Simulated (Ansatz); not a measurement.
Basis sets compared for Si3Te. Total charge 0; singlet. Geometry PBE-D4/def2-SVP. Ansatz on 4 threads of Arm Neoverse V1 on a shared host; times are rough, and most runs start from earlier orbitals.

Cartesian coordinates in Å:
```
Si -1.842 -0.209 -0.774
Si -0.547 0.430 0.998
Si 0.415 -0.445 -1.054
Te 1.974 0.224 0.830
```

In the def2 sets Te takes a core potential; there is no spin–orbit coupling. The structure comes from a short search, and lower isomers may exist.

Binding counts from free atoms (Si triplet, Te triplet) in the same basis, without a counterpoise term.

```csv
level,functions,energy (Eh),HOMO (eV),LUMO (eV),binding per atom (eV),wall time
PBE-D4/def2-SVP,80,-1135.7779,-5.24,-4.01,3.01,0.7 s
PBE-D4/def2-TZVP (with forces),161,-1136.0910,-5.21,-3.95,3.06,1.8 s
r2SCAN-D4/def2-TZVP,161,-1136.5399,-5.42,-3.97,2.91,3.8 s
PBE0-D4/def2-SVP,80,-1135.8573,-6.08,-3.47,2.83,1 s
PBE0-D4/def2-TZVP,161,-1136.1686,-6.01,-3.38,2.90,2.4 s
```

Q: Estimate the rows for PBE-D4/def2-TZVPD, r2SCAN-D4/def2-TZVPD, PBE0-D4/def2-TZVPD.

A: 
```tsv
level	functions	energy (Eh)	HOMO (eV)	LUMO (eV)	binding per atom (eV)	wall time
PBE-D4/def2-TZVPD	188	-1136.0919	-5.22	-3.98	3.06	2.5 s
r2SCAN-D4/def2-TZVPD	188	-1136.5407	-5.42	-3.98	2.91	5.5 s
PBE0-D4/def2-TZVPD	188	-1136.1694	-6.03	-3.40	2.90	3.5 s
```
